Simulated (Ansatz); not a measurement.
CH7AlSSi2. The species carries charge 0 and has multiplicity 1. The bonds changed during the relaxation, so this is another structure than the one it started from. All single points use the PBE0-D4/def2-TZVP geometry.

```xyz
12

C     1.882   -0.881   -0.533
Si    0.043   -0.517   -0.400
Al   -1.513    1.107   -1.300
Si   -0.769   -0.318    1.715
S    -0.280    1.541    0.711
H     2.330   -0.260   -1.311
H     2.021   -1.929   -0.813
H     2.400   -0.703    0.411
H    -3.043    0.803   -1.024
H    -0.958    2.087   -2.414
H     0.093   -0.462    2.913
H    -2.206   -0.468    2.045
```

(1) What is the dipole moment at B3LYP/def2-TZVPP? (Best estimate.)

(2) And with PBE, r2SCAN, ωB97M-V? (An estimate is asked.)

(3) Give the Mulliken charges with B3LYP, r2SCAN, PBE in def2-TZVPP. (Best estimate.)

## Answers

(1) The calculation gave: 2.89 D, with components (1.60, -2.23, 0.91) D in this frame, pointing from negative to positive charge.

(2) Computed: PBE 2.82 D, r2SCAN 2.94 D, ωB97M-V 2.90 D.

(3) The calculation gave: 
| atom | B3LYP | r2SCAN | PBE |
| --- | --- | --- | --- |
| C1 | -0.36 | -0.27 | -0.35 |
| Si2 | 0.12 | 0.05 | 0.07 |
| Al3 | 0.35 | 0.42 | 0.28 |
| Si4 | 0.23 | 0.25 | 0.18 |
| S5 | -0.27 | -0.26 | -0.20 |
| H6 | 0.12 | 0.09 | 0.12 |
| H7 | 0.10 | 0.08 | 0.11 |
| H8 | 0.11 | 0.08 | 0.11 |
| H9 | -0.15 | -0.18 | -0.13 |
| H10 | -0.15 | -0.17 | -0.13 |
| H11 | -0.04 | -0.05 | -0.03 |
| H12 | -0.04 | -0.05 | -0.03 |

B3LYP here is the variant with VWN-RPA as its local correlation; programs differ in this.
